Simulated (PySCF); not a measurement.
Identify the compound

An unknown has the formula C4H7ClOSi2. Its calculated NMR data are:

1H NMR (400 MHz, computed): δ 6.89 (d, 1H), 6.24 (d, 1H), 5.00 (s, 3H), 4.56 (s, 2H).

13C{1H} NMR (computed): δ 167.6 (C), 152.0 (CH), 134.2 (C), 130.6 (CH).

Theory: PBE0/pcSseg-1 with gauge-including orbitals, GFN2-xTB structure, in PySCF 2.14.0 with density-fitted response routines (no solvent, one averaged value for each set of equivalent atoms, non-relativistic Hamiltonian, single conformer).

Scale: 1H (31.72 ppm), 13C (186.93 ppm) against TMS (reference shieldings calculated alike).

Question: Propose a structure and justify it.

Answer: 
- The formula gives 3 degrees of unsaturation (1 ring in the answer).
- 4 carbon signals for 4 carbons: no two carbons are equivalent.
- Carbon types of the structure: 2 × C, 2 × CH, leaving 5 H on heteroatoms.
- δC 167.6: alkene carbon bearing oxygen; an sp2 carbon further deshielded by the attached heteroatom.
- δC 152.0: alkene CH; the olefinic region.
- δC 134.2: fully substituted alkene carbon; as expected for a trigonal carbon in a double bond.
- δC 130.6: β carbon of an enol-ether or enamine type C=C.
- δH 6.89: hydrogen on an alkene CH; a vinylic proton, deshielded by the sp2 carbon and the C=C anisotropy.
- δH 6.24: hydrogen on a β carbon of an enol-ether or enamine type C=C; attached to an sp2 carbon and in the plane of the double bond.
- δH 5.00: hydrogen on a silicon bonded to O.

These data were computed for `InChI=1S/C4H7ClOSi2/c5-3-1-2-4(6-7)8-3/h1-2H,8H2,7H3`.

The shifts were computed for this structure.

Carbons that carry Cl, above all several Cl atoms, come out too deshielded, partly because spin–orbit coupling is missing. Shifts are as computed. Against solution values, carbons near 30 ppm lie about +3 ppm off and those near 130 ppm about +5 ppm; carbons on Cl a further +6 ppm. Of 1211 compounds with measured shifts, 218 miss one by over three times the rms of a fit or turn the order of signals round; such compounds aren't used in these exercises. Multiplicities follow the n + 1 count of equivalent neighbours, as no J values were calculated; m marks all less simple cases, F and P coupling included.
